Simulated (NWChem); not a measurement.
HS2, doublet; SMILES S[S]

Program: NWChem. Spin-unrestricted. In the optimisation the excess spin sits in a" (Cs, its own frame). No stability test was run on the SCF state. Each level has its own optimisation; frequencies are unscaled.

For level UHF/pcseg-1:

```yaml
dipole (D): 1.44
```

### Question
How do the values read with level UHF/aug-pcseg-1 instead?

### Answer
| Quantity | Result |
|---|---|
| dipole (D) | 1.25 |
